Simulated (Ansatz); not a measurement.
# Energy profile

The step: SiCl₄ ([Cl][Si]([Cl])([Cl])[Cl]) + HF → SiCl₃F ([F][Si]([Cl])([Cl])[Cl]) + HCl; bonds formed: Si1–F7, Cl2–H6; bonds broken: Si1–Cl2, H6–F7 (atoms numbered as in the saddle structure below).

```xyz
7
angstrom
Si -0.3948 -0.1744 -0.1628
Cl 1.9854 -0.2293 0.0166
Cl -0.2668 -1.8525 -1.3671
Cl -1.5159 -0.9173 1.3619
Cl -1.2525 1.1315 -1.4638
H 1.3095 0.8455 0.7341
F 0.1351 1.1965 0.8809
```

Electronic energies by CCSD(T) at an estimated basis limit (MP2 extrapolated from triple and quadruple zeta, plus CCSD(T) − MP2 in triple zeta), on PBE0-D4/def2-TZVP structures; SiHCl4F, singlet; no counterpoise correction. Ansatz 0.2.0; basis: def2-TZVPP and def2-QZVPP; cores frozen in the correlated methods. Extrapolation: Hartree–Fock as exp(−7.88 √X), correlation as X^−2.97.

(1) Give the profile in eV, counted from the separated reactants. (To be estimated.)

No T1 diagnostic of these runs exceeds 0.011.

Results:

(1) By the calculation:
```tsv
point	eV
separated: SiCl4 (linked as [Cl][Si]([Cl])([Cl])[Cl]; Si1, Cl2, Cl3, Cl4, Cl5; singlet) + HF (H6, F7; singlet)	0.000
start structure	-0.074
saddle	1.453
end structure	-0.573
separated: SiCl3F (linked as [F][Si]([Cl])([Cl])[Cl]; Si1, Cl3, Cl4, Cl5, F7; singlet) + HCl (Cl2, H6; singlet)	-0.491
```

For scale, one of the runs: CCSD(T)/def2-TZVPP, 255 basis functions, launched by `ansatz run in.yaml --threads 8 --pin off --events-out ev --progress --plain --max-ram 19148MiB`. The run took 2.3 min on 8 CPU threads of an Arm Neoverse V1 (shared host), with 5.2 GiB of host memory at its peak.
